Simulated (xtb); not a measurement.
C₅H₃F₇, SMILES FC1CC(F)(F)C(F)(F)C1(F)F. All values are semi-empirical tight-binding results from xtb (GFN2-xTB unless named), good for trends rather than for accurate numbers. Geometry: GFN2-xTB. Other conformers were not sampled.

The orbital gap is 10.28 eV. The dipole moment is 4.38 D and the zero-point energy is 50.2 kcal/mol. The G − E(el) at 298.15 K (modified RRHO) is 27.3 kcal/mol. The static polarisability (D4 model) is 64.7 bohr³ and the solvation energy, GFN2-xTB/ALPB(water) is -4.5 kcal/mol. The solvation energy, GFN2-xTB/ALPB(acetone) is -5.0 kcal/mol.

Q: Give the IR lines (harmonic; lines under 4 % of the strongest left out, lines within 3 cm⁻¹ merged). (Estimate from the structure and the level; the computed values follow.)

A: ν (cm⁻¹): 445 (w), 450 (m), 485 (w), 556 (w), 661 (w), 696 (w), 868 (w), 921 (s), 974 (m), 1013 (w), 1060 (w), 1083 (s), 1094 (m), 1118 (s), 1126 (vs), 1152 (s), 1169 (m), 1191 (w), 1197 (m), 1254 (m), 1306 (m), 1408 (w) (against the strongest line: vs over 80 %, s over 45 %, m over 15 %, w over 4 %, vw less)
